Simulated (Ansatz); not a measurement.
Compare A (`F[SiH2][GeH2][SiH3]`) with its isomer B (`[F][GeH2][SiH2][SiH3]`).

Calculated with Ansatz (gas phase, PBE0-D4/def2-TZVP geometries, no zero-point term in ΔE). CCSD(T)/CBS adds triple-zeta CCSD(T) − MP2 to the extrapolated MP2 energy (def2 sets, frozen cores). Functionals use def2-TZVPP. B3LYP here is the variant with VWN-RPA as its local correlation; programs differ in this. For Ge outer-core shells are correlated without core-valence functions, which leaves a few kJ/mol of doubt a bond. Scalar relativity is left out up to krypton. One conformer a species, not always the lowest.

Question: Which isomer does CCSD(T)/CBS put lower? Give the gap. (Estimate.)

Answer: The calculation gave: A, by 88.0 kJ/mol.

Question: Give E(B) − E(A) in kJ/mol with PBE-D4, B3LYP, B2PLYP, B3LYP-D4, r2SCAN-D4, PBE0-D4, CCSD/def2-TZVPP. (Best estimate.)

Answer: Ansatz gave: PBE-D4 72.8, B3LYP 81.4, B2PLYP 83.2, B3LYP-D4 80.7, r2SCAN-D4 80.3, PBE0-D4 77.5, CCSD/def2-TZVPP 84.5. None reverses the order clearly.

Largest T1 diagnostic: 0.013.

From PBE to PBE0 (25 % exact exchange), in def2-TZVPP and without D4, E(B) − E(A) moves by +4.6 kJ/mol.
